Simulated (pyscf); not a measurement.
## [H₂C=Si–CH₃]•, doublet

Gas-phase minimum from PySCF at ωB97X-D3(BJ)/def2-SVP, one conformer. [H₂C=Si–CH₃]• lies 8.8 kcal/mol over its isomer H₂C=CH–SiH₂• (electronic energy, ωB97M-D3(BJ)). 

```xyz
8

C      0.7703     2.1316    -1.2887
Si     0.7814     1.3337     0.2206
C     -0.0428    -0.3420     0.5102
H      0.2709     1.6805    -2.1563
H      1.2452     3.1015    -1.4612
H     -0.4991    -0.6643    -0.4406
H     -0.8266    -0.2721     1.2796
H      0.6914    -1.0966     0.8307
```
Charge 0, spin multiplicity 2.

Bonded distances (Å): C1–Si2 1.707, C1–H4 1.098, C1–H5 1.094, Si2–C3 1.890, C3–H6 1.103, C3–H7 1.101, C3–H8 1.101. Bond angles (°): Si2–C1–H4 120.6, Si2–C1–H5 123.4, H4–C1–H5 115.9, C1–Si2–C3 123.2, Si2–C3–H6 107.9, Si2–C3–H7 111.2, Si2–C3–H8 111.2, H6–C3–H7 109.1, H6–C3–H8 109.1, H7–C3–H8 108.4.

Properties at ωB97X-D3(BJ)/def2-SVP:

```
Property                                                                                                                                                                                                                 Value
---------------------------------------------------------------------------------------------------------------------  -------------------------------------------------------------------------------------------------------
Harmonic wavenumbers, unscaled                                                                                         101, 220, 349, 621, 673, 678, 797, 817, 1017, 1254, 1358, 1422, 1440, 3066, 3157, 3176, 3185, 3273 cm⁻¹
Zero-point energy                                                                                                                                                                                                38.0 kcal/mol
Rotational symmetry number                                                                                                                                                                                                   1
Entropy of this conformer at 298 K and 1 atm, rigid rotor and harmonic oscillator, modes under 100 cm⁻¹ raised to 100                                                                                          296.7 J/(mol K)
Dipole moment                                                                                                                                                                                                           1.61 D
Spin expectation value S2                                                                                                                                                                                                0.761
```

Single-point totals, which compare only within one level (frozen core for MP2 and CC):

```
level                   total energy (hartree)
----------------------  ----------------------
ωB97X-D3(BJ)/def2-TZVP              -368.71819
PBE/def2-TZVP                       -368.39627
r²SCAN/def2-TZVP                    -368.58132
B3LYP-D3(BJ)/def2-TZVP              -368.69263
PBE0-D3(BJ)/def2-TZVP               -368.43838
M06-2X/def2-TZVP                    -368.59240
ωB97M-D3(BJ)/def2-TZVP              -368.71487
UHF/def2-TZVPP                      -367.53407
MP2/def2-TZVPP                      -367.96063
CCSD/def2-TZVPP                     -368.00827
CCSD(T)/def2-TZVPP                  -368.02989
```

Soft torsions are taken as harmonic, which can shift the entropy by several J/(mol K). The CCSD(T) − MP2 part came from Ansatz, without density fitting, on the same reference. An open-shell T1 diagnostic exceeds 0.045. A UHF reference is spin-contaminated (<S²> up to 1.10), which harms MP2 most.
